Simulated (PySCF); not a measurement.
# TDDFT excited states: [C4H9F2OS]+

C4H9F2OS (charge +1).
SMILES: `C[S+](C)COC(F)F`

Method used: TDDFT PBE0/def2-SVPD, vertical, gas phase, core orbitals frozen in the response in PySCF. Isolated species at its GFN2-xTB geometry (one conformer only). Torsions of this conformer, `[CH3:1][S+:2]([CH3:3])[CH2:4][O:5][CH:6]([F:7])[F:8]`: C1–S2–C4–O5 -155°, S2–C4–O5–C6 -73°, C4–O5–C6–F7 67°.

Problem. What does the calculation give for the low-lying excited states?

Solution. 

| state | E (eV) | ν̃ (cm⁻¹) | f | main configurations (H = HOMO, L = LUMO) |
| --- | --- | --- | --- | --- |
| S1 | 7.68 | 61960 | 0.044 | H→L+1 (73%), H→L (24%) |
| S2 | 7.79 | 62830 | 0.129 | H→L (68%), H→L+1 (24%) |
| S3 | 8.04 | 64840 | 0.0040 | H-1→L (93%) |
| S4 | 8.56 | 69060 | 0.041 | H-1→L+1 (92%) |
| S5 | 8.88 | 71650 | 0.0041 | H-2→L (79%), H-3→L (11%) |
| S6 | 8.93 | 72050 | 0.0085 | H→L+2 (90%) |

Triplets, Tamm–Dancoff:

```tsv
state	E (eV)	λ (nm)	main configurations (H = HOMO, L = LUMO)
T1	6.44	192.5	H→L (84%), H-1→L (9%)
T2	6.96	178.1	H→L+1 (64%), H-1→L+1 (27%)
```

The lowest singlet lies at 7.68 eV (161 nm, vacuum ultraviolet) and is of moderate strength; its leading configuration is HOMO→LUMO+1 (73%). The strongest level in the table is S2 at 7.79 eV (159 nm, f = 0.129). Löwdin shares by element: HOMO oxygen 34%, sulfur 30%, carbon 9% or more, fluorine 6% or more (atoms not listed hold the other 20%); LUMO sulfur 46%, carbon 38% or more (atoms not listed hold the other 16%). The oscillator strengths of these states sum to 0.230; summed over the whole spectrum of an exact calculation they would give the number of electrons, 74 (Thomas–Reiche–Kuhn). The listed states span 1.25 eV, and the widest gap between neighbours is 0.52 eV (S3 to S4). Of the 6 states listed, 3 reach f = 0.01 and none stays under 0.0005. The window holds the lowest 6 singlets.

The run took 1.7 min wall (with the writing of density and orbital grids) on one thread of an Arm Neoverse N1, shared host with 64 logical CPUs at a one-minute load of 47, and the process peaked at 0.98 GiB of memory.
